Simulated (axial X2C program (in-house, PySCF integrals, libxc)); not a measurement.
# Which molecule has these constants?

Calculated with an in-house relativistic program for diatomic molecules, spin-free (one-electron X2C) or two-component (2c: spin–orbit coupling with atomic mean-field Coulomb and Gaunt terms, which also bring small scalar terms), in Dyall basis sets with cores contracted in-house; open shells are unrestricted.

A two-component PBE0 calculation in a Dyall 3-zeta basis gave Re = 1.909 Å, ωe = 585.3 cm⁻¹, De = 1.20 eV, Ω = 1/2.

**Question.** Which molecule is it?
A. SbF⁺
B. NbF⁺
C. InF⁺
D. SnF⁺
E. ZrF⁺

**Answer.** C. The others have NbF⁺ 1.783 Å and 749.6 cm⁻¹ (Ω = 3/2); ZrF⁺ 1.815 Å and 751.1 cm⁻¹ (Ω = 1); SnF⁺ 1.875 Å and 689.6 cm⁻¹ (Ω = 0); SbF⁺ 1.851 Å and 719.3 cm⁻¹ (Ω = 1/2).

Each entry is the lowest single determinant of a limited PBE0 search at one distance. De goes to single-determinant-based atoms at the same level (for ions the charge split of lowest energy) and is withheld (n/a) where an atom does not fit its ground term or J level. Main or longest-lived isotopes. One determinant is a doubtful description, or other states lie close, for NbF⁺, ZrF⁺; these need not be ground states, and all values refer to the states named. With several unpaired electrons the Ω given is that of one determinant, not necessarily of the lowest component. Some light 2c atoms are not at their ground J level, so De misses part of their lowering (0.04 eV or less). The functionals have no current term, which raises determinants with orbital currents.
